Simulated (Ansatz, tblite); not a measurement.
Removing and adding an electron: Ge₁₈NH₂₈, a doped nanocrystal cut from the lattice of germanium (N on a surface site). Total charge 0; doublet. Geometry: r2SCAN-D4/def2-SVP. Ansatz, gas phase; energy differences of separate SCF runs; the oxidised species was run as a singlet alone; the reduced species was run as a singlet alone.

Cartesian coordinates in Å:
```
Ge 2.529 2.118 2.601
Ge 3.330 3.907 -0.783
Ge -0.411 4.056 0.769
Ge -0.404 0.047 0.844
Ge -0.018 2.111 -2.636
Ge -3.960 -3.578 2.459
Ge -3.165 -1.987 -1.100
N 2.782 0.290 -0.354
Ge 0.714 -1.742 -2.358
Ge -0.318 -3.895 0.908
Ge 1.972 4.042 1.234
Ge 1.972 0.133 1.324
Ge -1.592 -3.727 2.964
Ge 2.323 2.751 -2.661
Ge -1.028 2.029 -0.422
Ge -0.816 -1.957 -0.474
Ge -0.146 -0.008 -3.821
Ge -4.460 -1.756 0.938
Ge 2.922 -1.158 -1.522
H 4.027 2.141 2.969
H 1.714 2.103 3.909
H 4.631 3.162 -0.397
H 3.765 5.321 -1.224
H -1.186 4.155 2.098
H -0.770 5.290 -0.085
H -1.213 0.022 2.161
H -0.805 3.166 -3.453
H -4.773 -3.424 3.760
H -4.395 -4.898 1.792
H -3.470 -0.827 -2.068
H -3.523 -3.308 -1.809
H 3.674 0.787 -0.301
H 0.825 -3.089 -3.107
H 1.195 -3.958 1.199
H -0.711 -5.182 0.156
H 2.357 5.333 1.991
H 2.430 -1.170 2.035
H -1.146 -2.463 3.723
H -1.327 -4.941 3.877
H 2.575 3.577 -3.955
H -2.563 2.006 -0.620
H -1.596 -0.342 -4.223
H 0.699 0.077 -5.109
H -4.089 -0.416 1.601
H -5.971 -1.728 0.634
H 3.558 -2.380 -0.812
H 3.862 -0.695 -2.653
```

The xTB rows come from tblite. Single mean-field runs in def2-TZVP are fitted with def2-universal-jkfit.

```csv
level,−HOMO (eV),vertical IE (eV),−LUMO (eV),vertical EA (eV),HOMO–LUMO gap (eV),IE − EA (eV)
GFN1-xTB,–,12.10,–,–,–,–
GFN2-xTB,–,10.45,–,6.71,–,3.75
PBE-D4/def2-TZVP,4.76,6.70,3.68,1.92,1.08,4.78
```

**Question.** Estimate the rows for BLYP-D4/def2-TZVP, PBE0-D4/def2-TZVP.

**Answer.** 
```tsv
level	−HOMO (eV)	vertical IE (eV)	−LUMO (eV)	vertical EA (eV)	HOMO–LUMO gap (eV)	IE − EA (eV)	remarks
BLYP-D4/def2-TZVP	4.53	6.58	3.65	1.87	0.88	4.71	HOMO above zero (-1 singlet)
PBE0-D4/def2-TZVP	5.74	6.99	2.85	1.83	2.90	5.17	–
```

   A HOMO above zero means that the electron is unbound at that level or that self-interaction error raises the level; the energy of removing that electron tells which. HOMO and LUMO are the levels of the spin that leaves or enters (xTB has no such levels and no spin-polarisation term). Other spin states of the ions may lie lower, which would lower the ionisation energy or raise the affinity. Raw xTB energy differences between charge states are shifted by several eV; the methods need an empirical correction for them. Sets without diffuse functions give affinities that are too small.
